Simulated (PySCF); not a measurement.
# Correlation energy of Se (selenium, neutral)

Starting occupation: [Ar] 3d10 4s2 4p3 5s1, 4p3/2 with m_j = -1/2, +1/2, +3/2, 5s1/2 with m_j = +1/2. All numbers are calculated (PySCF 2.14, X2C-1e with screened-nucleus spin-orbit coupling, Gaussian nucleus, in x2c-SVPall-2c with one added diffuse shell each of s, p, d type (6s7p4d, 47 functions)). Frozen: [Ne]; 24 electrons correlated; the 6 highest virtual spinors left out.

MP2 pair energies summed by pair of shells (mhartree):

| pair | energy | share (%) |
| --- | --- | --- |
| 3d-3d | -111.39 | 35.4 |
| 3d-3p | -77.80 | 24.8 |
| 4p-4s | -38.57 | 12.3 |
| 3p-3p | -23.04 | 7.3 |
| 4p-4p | -14.43 | 4.6 |
| 3d-4p | -11.41 | 3.6 |
| 4s-4s | -7.27 | 2.3 |
| 4p-5s | -7.06 | 2.2 |
| 3d-3s | -6.03 | 1.9 |
| 3d-4s | -4.58 | 1.5 |
| 4s-5s | -4.47 | 1.4 |
| 3p-4p | -2.79 | 0.9 |
| 3p-3s | -2.61 | 0.8 |
| 3p-4s | -1.27 | 0.4 |
| 3s-3s | -0.63 | 0.2 |
| 3s-4s | -0.32 | 0.1 |
| 3s-4p | -0.30 | 0.1 |
| 3d-5s | -0.27 | 0.1 |
| 3p-5s | -0.06 | 0.0 |
| 3s-5s | -0.02 | 0.0 |

Total MP2 correlation energy: -314.32 mhartree.

The GHF reference relaxed away from the jj start to a determinant that is no pure jj level (⟨S²⟩ = 5.98, ⟨J²⟩ = 6.00); the energies belong to that determinant.

This basis was not built for core-valence correlation, so the inner-shell part is incomplete.
